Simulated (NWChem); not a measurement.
System: C$_{2}$H$_{2}$N$_{3}$, doublet; SMILES C1=NC=N[N]1

Output (shortened):

```
             Northwest Computational Chemistry Package (NWChem) 7.3.0
             --------------------------------------------------------

                             Geometry "geometry" -> ""
                             -------------------------

 Output coordinates in angstroms (scale by  1.889725989 to convert to a.u.)

  No.       Tag          Charge          X              Y              Z
 ---- ---------------- ---------- -------------- -------------- --------------
    1 C                    6.0000     0.31054200    -1.03945100     0.00000000
    2 N                    7.0000     1.19095500    -0.04777300     0.00000000
    3 C                    6.0000     0.39289100     1.01179100     0.00000000
    4 N                    7.0000    -0.97924100     0.67538100     0.00000000
    5 N                    7.0000    -1.03054700    -0.59333600     0.00000000
    6 H                    1.0000     0.56175600    -2.10183200     0.00000000
    7 H                    1.0000     0.72920500     2.05032900     0.00000000

 Effective nuclear repulsion energy (a.u.)     155.2014075131

                              NWChem Property Module
                              ----------------------

  itol2e modified to match energy
  convergence criterion.

                                 NWChem DFT Module
                                 -----------------

 Summary of "ao basis" -> "ao basis" (spherical)
 ------------------------------------------------------------------------------
       Tag                 Description            Shells   Functions and Types
 ---------------- ------------------------------  ------  ---------------------
 C                          def2-svp                 6       14   3s2p1d
 N                          def2-svp                 6       14   3s2p1d
 H                          def2-svp                 3        5   2s1p

  itol2e modified to match energy
  convergence criterion.

            General Information
            -------------------
          SCF calculation type: DFT
          Wavefunction type:  spin polarized.
          No. of atoms     :     7
          No. of electrons :    35
           Alpha electrons :    18
            Beta electrons :    17
          Charge           :     0
          Spin multiplicity:     2
          Use of symmetry is: off; symmetry adaption is: off
          Maximum number of iterations: 150
          AO basis - number of functions:    80
                     number of shells:    36
          Convergence on energy requested:  1.00D-07
          Convergence on density requested:  1.00D-05
          Convergence on gradient requested:  5.00D-04

              XC Information
              --------------
                         PBE0 Method XC Functional
                     Hartree-Fock (Exact) Exchange  0.250
          PerdewBurkeErnzerhof Exchange Functional  0.750
            Perdew 1991 LDA Correlation Functional  1.000 local
           PerdewBurkeErnz. Correlation Functional  1.000 non-local

             Grid Information
             ----------------
          Grid used for XC integration:  fine
          Radial quadrature: Mura-Knowles
          Angular quadrature: Lebedev.
          Tag              B.-S. Rad. Rad. Pts. Rad. Cut. Ang. Pts.
          ---              ---------- --------- --------- ---------
          C                   0.70       70          10.0       590
          N                   0.65       70          10.0       590
          H                   0.35       60          11.0       590
          Grid pruning is: on
          Number of quadrature shells:   470
          Spatial weights used:  Erf1

      Superposition of Atomic Density Guess
      -------------------------------------

 Sum of atomic energies:        -238.98072385

      Non-variational initial energy
      ------------------------------

 Total energy =    -241.792521
 1-e energy   =    -631.077200
 2-e energy   =     234.083271
 HOMO         =      -0.229620
 LUMO         =       0.052820

[...]

          ----------------------
          Hyperfine Interactions
          ----------------------

 Total Spin Density (Fermi Contact Term)
 ------------------ --------------------
     Atom            x         y         z       Density (a.u.)      Aiso(MHz)     Aiso(Gauss)
     1  13-C      0.58684  -1.96428   0.00000       0.107839        121.232182      43.258584
     2  14-N      2.25058  -0.09028   0.00000      -0.054877        -17.731050      -6.326869
     3  13-C      0.74246   1.91201   0.00000       0.108080        121.502617      43.355082
     4  14-N     -1.85050   1.27629   0.00000       0.022734          7.345490       2.621049
     5  14-N     -1.94745  -1.12124   0.00000       0.023275          7.520397       2.683460
     6   1-H      1.06156  -3.97189   0.00000      -0.008708        -38.921519     -13.888142
     7   1-H      1.37800   3.87456   0.00000      -0.008721        -38.980103     -13.909047

           -------------------------------------------
           Anisotropic Interaction (Spin-Dipolar Term)
           -------------------------------------------

 ------------------------------------------------------------
     Atom            x         y         z
 ------------------------------------------------------------
     1  13-C      0.58684  -1.96428   0.00000

   Spin-Dipolar term (a.u.)
        xx             yy             zz             xy             xz             yz
 ------------------------------------------------------------------------------------------
      -0.286292      -0.280907       0.567199      -0.011770      -0.000000       0.000000

   Principal Comp. of -hf- tensor (au)            Anisotropic -hfcc- (MHz)               Anisotropic -hfcc- (Gauss)
 --------------------------------------------------------------------------------------------------------------------------
     -0.295673    -0.271526     0.567199     -39.676516   -36.436170    76.112686     -14.157544   -13.001310    27.158853

   Orientation of the principal axis of Hyperfine Tensor w.r.t absolute (molecular) frame
 --------------------------------------------------------------------------------------------------------------------------
      0.781993    -0.623287    -0.000000
      0.623287     0.781993     0.000000
      0.000000    -0.000000     1.000000

 ------------------------------------------------------------
     Atom            x         y         z
 ------------------------------------------------------------
     2  14-N      2.25058  -0.09028   0.00000

   Spin-Dipolar term (a.u.)
        xx             yy             zz             xy             xz             yz
 ------------------------------------------------------------------------------------------
       0.146241       0.141176      -0.287417      -0.000165       0.000000       0.000000

   Principal Comp. of -hf- tensor (au)            Anisotropic -hfcc- (MHz)               Anisotropic -hfcc- (Gauss)
 --------------------------------------------------------------------------------------------------------------------------
      0.146247     0.141170    -0.287417       5.640407     5.444628   -11.085035       2.012634     1.942775    -3.955409

   Orientation of the principal axis of Hyperfine Tensor w.r.t absolute (molecular) frame
 --------------------------------------------------------------------------------------------------------------------------
      0.999470     0.032567    -0.000000
     -0.032567     0.999470    -0.000000
      0.000000     0.000000     1.000000

 ------------------------------------------------------------
     Atom            x         y         z
 ------------------------------------------------------------
     3  13-C      0.74246   1.91201   0.00000

   Spin-Dipolar term (a.u.)
        xx             yy             zz             xy             xz             yz
 ------------------------------------------------------------------------------------------
      -0.284984      -0.283344       0.568328       0.012032      -0.000000      -0.000000

   Principal Comp. of -hf- tensor (au)            Anisotropic -hfcc- (MHz)               Anisotropic -hfcc- (Gauss)
 --------------------------------------------------------------------------------------------------------------------------
     -0.296223    -0.272104     0.568328     -39.750362   -36.513797    76.264159     -14.183894   -13.029009    27.212902

   Orientation of the principal axis of Hyperfine Tensor w.r.t absolute (molecular) frame
 --------------------------------------------------------------------------------------------------------------------------
      0.730747     0.682648    -0.000000
     -0.682648     0.730747    -0.000000
      0.000000     0.000000     1.000000

 ------------------------------------------------------------
     Atom            x         y         z
 ------------------------------------------------------------
     4  14-N     -1.85050   1.27629   0.00000

   Spin-Dipolar term (a.u.)
        xx             yy             zz             xy             xz             yz
 ------------------------------------------------------------------------------------------
      -0.170695      -0.141527       0.312222       0.000117       0.000000      -0.000000

   Principal Comp. of -hf- tensor (au)            Anisotropic -hfcc- (MHz)               Anisotropic -hfcc- (Gauss)
 --------------------------------------------------------------------------------------------------------------------------
     -0.170696    -0.141527     0.312222      -6.583358    -5.458363    12.041720      -2.349102    -1.947676     4.296778

   Orientation of the principal axis of Hyperfine Tensor w.r.t absolute (molecular) frame
 --------------------------------------------------------------------------------------------------------------------------
      0.999992     0.004010     0.000000
     -0.004010     0.999992    -0.000000
     -0.000000     0.000000     1.000000

[...]
```

Level: PBE0/def2-SVP, spin-unrestricted, contact and dipolar terms. In the optimisation the excess spin sits in a" (Cs, its own frame). All runs use the structure optimised with PBE0/def2-SVP, spin-unrestricted. No stability test was run on the SCF state.

**Question.** Which NWChem input produces such a log?

**Answer.** One answer among several that fit: the input that was run:
```
start job
memory heap 200 mb stack 900 mb global 1100 mb
geometry units angstroms noautosym nocenter noautoz
  C      0.310542    -1.039451     0.000000
  N      1.190955    -0.047773     0.000000
  C      0.392891     1.011791     0.000000
  N     -0.979241     0.675381     0.000000
  N     -1.030547    -0.593336     0.000000
  H      0.561756    -2.101832     0.000000
  H      0.729205     2.050329     0.000000
end
basis spherical
  C library def2-svp
  N library def2-svp
  H library def2-svp
end
dft
  odft
  mult 2
  xc pbe0
  iterations 150
end
property
  hyperfine
end
task dft property
```
